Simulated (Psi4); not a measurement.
Psi4 input (wB97X-D/6-31G*):

```
memory 1500 MB

molecule {
2 2
P     1.05371992   -0.04559710    0.53336622
P    -0.95159722    0.07206098   -0.38132630
H     1.62055299    0.60298414   -0.59471627
H     1.23148554   -1.35161609    0.00682918
H    -1.85932400   -0.71480818    0.33747934
H    -1.44211500    1.38116975   -0.30757635
H    -1.08243994   -0.31468783   -1.72261470
symmetry c1
no_reorient
no_com
}

set {
  basis 6-31G*
  reference uks
  scf_type pk
  dft_radial_points 99
  dft_spherical_points 590
  e_convergence 1e-8
  d_convergence 1e-7
  maxiter 150
}

e = energy('wb97x-d')
print_out(f'\nFINAL {e:.10f} DIPOLE {variable("CURRENT DIPOLE")[0]:.6f} {variable("CURRENT DIPOLE")[1]:.6f} {variable("CURRENT DIPOLE")[2]:.6f}\n')
```

From the last part of the output:

```
              A
    DOCC [    16 ]
    SOCC [     1 ]
    NA   [    17 ]
    NB   [    16 ]

  @UKS Final Energy:  -684.77263155796925

   => Energetics <=

    Nuclear Repulsion Energy =             97.9185196942616614
    One-Electron Energy =               -1123.8252736762592576
    Two-Electron Energy =                 375.7549086585066789
    DFT Exchange-Correlation Energy =     -34.6189926473598035
    Empirical Dispersion Energy =          -0.0017935871185029
    VV10 Nonlocal Energy =                  0.0000000000000000
    Total Energy =                       -684.7726315579692482

  UHF NO Occupations:
  HONO-2 :   15  A 1.9996495
  HONO-1 :   16  A 1.9994446
  HONO-0 :   17  A 1.0000000
  LUNO+0 :   18  A 0.0005554
  LUNO+1 :   19  A 0.0003505
  LUNO+2 :   20  A 0.0001903
  LUNO+3 :   21  A 0.0000863

Computation Completed

Properties will be evaluated at   0.000000,   0.000000,   0.000000 [a0]

Properties computed using the SCF density matrix

 Multipole Moments:

 ------------------------------------------------------------------------------------
     Multipole            Electronic (a.u.)      Nuclear  (a.u.)        Total (a.u.)
 ------------------------------------------------------------------------------------

 L = 1.  Multiply by 2.5417464519 to convert [e a0] to [Debye]
 Dipole X            :          0.1728127            0.0000002            0.1728129
 Dipole Y            :         -0.0815354           -0.0000000           -0.0815354
 Dipole Z            :         -0.1531610           -0.0000000           -0.1531610
 Magnitude           :                                                    0.2448890

 ------------------------------------------------------------------------------------

FINAL -684.7726315580 DIPOLE 0.172813 -0.081535 -0.153161

*** Psi4 exiting successfully. Buy a developer a beer!
```

The dipole moment of an ion depends on the origin.

The geometry given is a B3LYP-D3(BJ)/def2-TZVP minimum of the species of charge 1 and multiplicity 1, not of this state.
